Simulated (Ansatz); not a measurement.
**A relaxation, step by step**

C2H6Ge (SMILES C#C.[GeH4]), closed shell, PBE0-D4/def2-TZVP (Ansatz 0.2.0). Settings:

```yaml
hamiltonian: {xc: pbe0, dispersion: d4}
relax: {f_tol: 0.005, max_steps: 200}
```

Start (the SMILES describes the start alone):

```
9
angstrom
C 0.2100 0.5790 -2.0573
C -0.0830 -0.6055 -2.0703
H 0.4697 1.6292 -2.0444
H -0.3427 -1.6556 -2.0823
Ge -0.0523 0.0097 1.6462
H 0.8040 1.1970 1.1439
H 0.5636 -1.3200 1.1510
H -1.4985 0.1506 1.1163
H -0.0707 0.0158 3.1970
```

```
step  energy less the last (meV)  largest force component (eV/Å)
   1                        45.7                           1.674
   2                         0.7                           0.219
   3                         0.0                           0.009
   4                         0.0                           0.001
```

Step 2, positions (Å) and forces (eV/Å):

```
atom       x       y       z      Fx      Fy      Fz
  C1   0.208   0.569  -2.095   0.054   0.219   0.004
  C2  -0.079  -0.593  -2.103  -0.055  -0.219  -0.003
  H3   0.465   1.606  -2.085  -0.037  -0.149  -0.002
  H4  -0.336  -1.630  -2.111   0.038   0.150   0.002
 Ge5  -0.053   0.009   1.673   0.002   0.002   0.008
  H6   0.798   1.187   1.177  -0.016  -0.020   0.005
  H7   0.557  -1.311   1.183  -0.009   0.019   0.006
  H8  -1.489   0.147   1.149   0.022  -0.001   0.004
  H9  -0.073   0.016   3.211   0.001  -0.001  -0.024
```

Step 3, positions (Å) and forces (eV/Å):

| atom | x | y | z | Fx | Fy | Fz |
| --- | --- | --- | --- | --- | --- | --- |
| C1 | 0.209 | 0.570 | -2.094 | -0.002 | -0.008 | 0.001 |
| C2 | -0.079 | -0.592 | -2.101 | 0.002 | 0.009 | -0.001 |
| H3 | 0.464 | 1.603 | -2.087 | 0.001 | 0.005 | -0.001 |
| H4 | -0.335 | -1.626 | -2.107 | -0.001 | -0.005 | 0.001 |
| Ge5 | -0.053 | 0.009 | 1.673 | 0.000 | 0.001 | 0.000 |
| H6 | 0.797 | 1.185 | 1.176 | 0.001 | 0.000 | 0.001 |
| H7 | 0.557 | -1.311 | 1.183 | 0.001 | -0.001 | 0.000 |
| H8 | -1.487 | 0.146 | 1.148 | -0.001 | -0.001 | 0.001 |
| H9 | -0.073 | 0.015 | 3.210 | -0.001 | 0.001 | -0.001 |

Last step (4):

C1  (0.209, 0.571, -2.095)
C2  (-0.079, -0.592, -2.100)
H3  (0.465, 1.604, -2.089)
H4  (-0.335, -1.625, -2.104)
Ge5  (-0.053, 0.008, 1.673)
H6  (0.797, 1.185, 1.176)
H7  (0.557, -1.311, 1.183)
H8  (-1.487, 0.146, 1.148)
H9  (-0.073, 0.015, 3.209)
(Å)

Hardware: 4 CPU threads of an Arm Neoverse V1, shared host. Wall time about 8 s.
